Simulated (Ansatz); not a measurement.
Species: SbH3, charge 0, singlet. SbH3 (SMILES [SbH3]).
B3LYP-D3(BJ)/def2-TZVP minimum from Ansatz (a first-principles code):
```
Sb
H 1 1.7138
H 1 1.7138 2 91.40
H 1 1.7138 2 91.40 3 91.44
```

Total energies in def2-QZVPP, 8 correlated electrons, 9 frozen orbitals. Open shells are spin-unrestricted; no spin-orbit coupling. Cores are frozen in correlated methods (noble-gas shells, and filled d and f shells in the p block). Past Kr the def2 sets carry scalar-relativistic core potentials. Spin-orbit terms, left out, reach several kcal/mol for Br and I, and more for heavier atoms.

```csv
method,program,energy (Eh),minus CCSDT(Q) (mEh)
HF,Ansatz,-240.98238,183.80
MP2,Ansatz,-241.13348,32.70
CCSD,Ansatz,-241.15943,6.74
CCSD(T),Ansatz,-241.16516,1.01
CCSDT(Q),Ansatz,-241.16617,0.00
```

Rough core times of Ansatz's runs on a shared machine: CCSD(T) under 20 s, CCSDT(Q) 10 min.
